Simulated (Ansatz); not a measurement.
B8N8. The state is a singlet with charge 0. Geometry r2SCAN-D4/def2-SVP; atoms count from 1.

```tsv
atom	x (Å)	y (Å)	z (Å)
B1	0.027	2.482	0.444
N2	1.177	2.449	1.039
N3	-0.984	1.646	-0.094
B4	-0.144	0.632	-0.902
B5	1.063	1.007	0.984
N6	1.173	0.314	-0.374
N7	-0.893	-0.513	-1.621
B8	0.184	-1.240	-2.188
B9	1.156	-1.201	-0.577
N10	1.352	-1.725	-1.912
B11	-1.144	0.635	1.033
N12	0.064	0.307	1.874
N13	-1.751	-0.690	0.872
B14	-1.065	-1.247	-0.298
B15	-0.371	-0.992	1.381
N16	0.155	-1.863	0.340
```

Single mean-field runs in def2-TZVP are fitted with def2-universal-jkfit.

Q: Estimate the Mulliken populations from the PBE0/def2-TZVP orbitals of Ansatz.

A: 
```csv
atom,charge (e)
B1,-0.12
N2,-0.04
N3,0.04
B4,-0.04
B5,0.21
N6,-0.07
N7,0.04
B8,-0.12
B9,0.21
N10,-0.04
B11,0.07
N12,-0.15
N13,-0.14
B14,0.07
B15,0.25
N16,-0.15
```
Mulliken values depend strongly on the basis.

Q: And the Mayer bond orders between heavy atoms (over 0.3)?

A: B1–N2 2.08 (1.30 Å); B1–N3 1.18 (1.42 Å); B1–B5 0.32 (1.88 Å); N2–B5 1.17 (1.45 Å); N3–B4 0.94 (1.55 Å); N3–B11 0.98 (1.52 Å); B4–N6 1.33 (1.45 Å); B4–N7 0.94 (1.55 Å); B5–N6 0.97 (1.53 Å); B5–N12 1.03 (1.51 Å); N6–B9 0.97 (1.53 Å); N7–B8 1.18 (1.42 Å); N7–B14 0.98 (1.52 Å); B8–B9 0.32 (1.88 Å); B8–N10 2.08 (1.30 Å); B9–N10 1.17 (1.45 Å); B9–N16 1.03 (1.51 Å); B11–N12 1.07 (1.51 Å); B11–N13 1.11 (1.47 Å); N12–B15 1.10 (1.46 Å); N13–B14 1.11 (1.47 Å); N13–B15 0.93 (1.50 Å); B14–N16 1.07 (1.51 Å); B15–N16 1.10 (1.46 Å).
